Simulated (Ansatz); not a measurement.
FGe$_{2}$H$_{5}$O, SMILES `[OH][GeH2][GeH2][F]` at its PBE0-D4/def2-TZVP geometry, where that method's forces vanish. The species carries charge 0 and has multiplicity 1.

```xyz
9

O     0.3703    0.4324    2.0911
Ge   -0.1708    0.9427    0.4641
Ge   -0.1694   -1.0242   -0.9788
F    -0.4160   -0.4458   -2.6136
H     1.3238    0.3426    2.1523
H     0.7765    2.0268   -0.0880
H    -1.5826    1.4997    0.6835
H     1.1839   -1.7599   -0.9988
H    -1.3158   -2.0144   -0.7119
```

(1) What forces (eV/Å) does PBE-D4/def2-TZVPP give on these atoms in Ansatz? (Estimate.)

Results:

(1) Computed: 
```
O1  -0.335 -0.105  0.518
Ge2 -0.067  0.074 -0.372
Ge3  0.057 -0.093  0.439
F4  -0.089  0.198 -0.594
H5   0.463 -0.043  0.002
H6   0.101  0.140 -0.077
H7  -0.156  0.065  0.044
H8   0.167 -0.100  0.003
H9  -0.140 -0.136  0.036
```
